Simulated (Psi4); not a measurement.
Internal rotation in SMILES S[SiH2][SiH2]C(C)(C)C (C₄H₁₄SSi₂). Scanned: dihedral Si5–Si6–S7–H21; all other coordinates were relaxed at GFN2-xTB. Points at φ and −φ are mirror images.

Geometry of the scan point at 160° (Å):
```
21

C     -1.3888     0.7528     0.7644
C     -0.8694    -0.2680    -0.2474
C     -1.8659    -0.3740    -1.3993
C     -0.7544    -1.6309     0.4345
Si     0.8393     0.2806    -0.9283
Si     2.3539     0.4604     0.8055
S      4.2197     1.0415    -0.1195
H     -2.3697     0.4563     1.1366
H     -1.4863     1.7357     0.3077
H     -0.7166     0.8361     1.6176
H     -2.8444    -0.6866    -1.0343
H     -1.5312    -1.1022    -2.1347
H     -1.9824     0.5847    -1.8998
H     -1.7277    -1.9574     0.8015
H     -0.3892    -2.3830    -0.2622
H     -0.0724    -1.5888     1.2827
H      1.2623    -0.7003    -1.9403
H      0.6529     1.5568    -1.6377
H      2.6775    -0.7373     1.5861
H      2.1172     1.5143     1.7956
H      4.7966     1.5258     0.9674
```

Computed with PBE-D3(BJ)/def2-SVP // GFN2-xTB in Psi4 1.11.

Scanned values (°): -160, -140, -120, -100, -80, -60, -40, -20, 0, 20, 40, 60, 80, 100, 120, 140, 160, 180.

### Question
Describe the profile: where are the wells and the tops?

### Answer
Lower than their neighbours: -60° (0.00 kcal/mol), 60° (0.00 kcal/mol), 180° (0.95 kcal/mol). Higher than their neighbours: -120° (1.58 kcal/mol), 0° (0.79 kcal/mol), 120° (1.58 kcal/mol). The whole profile spans 1.58 kcal/mol.
